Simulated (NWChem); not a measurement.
InH, singlet; SMILES [InH]

```xyz
2

In     0.0000     0.0000     0.0370
H      0.0000     0.0000    -1.8127
```
Atoms are numbered in this order, from 1.

Program: NWChem. Low-valent species are run as closed-shell singlets; no triplet was tried in these runs. Structure relaxed at the PBE0-D3(BJ)/def2-TZVP level. def2 effective core potentials on In; no spin-orbit coupling.

### Question
Taking Hartree-Fock/def2-QZVP as the yardstick, which of these has the fewest basis functions while keeping “dipole (D)” within 0.1 D of it: Hartree-Fock/def2-SVP; Hartree-Fock/def2-TZVPP; Hartree-Fock/def2-TZVPD; Hartree-Fock/def2-SVPD; Hartree-Fock/def2-TZVP?

### Answer
Hartree-Fock/def2-SVPD.
```tsv
level	basis functions	dipole (D)	relative time (rough)
Hartree-Fock/def2-SVP	31	0.35	1
Hartree-Fock/def2-SVPD	40	0.52	1
Hartree-Fock/def2-TZVP	56	0.56	2
Hartree-Fock/def2-TZVPP	64	0.56	2
Hartree-Fock/def2-TZVPD	65	0.58	3
Hartree-Fock/def2-QZVP	112	0.56	20
```

The yardstick is one finite set, not the basis-set limit.
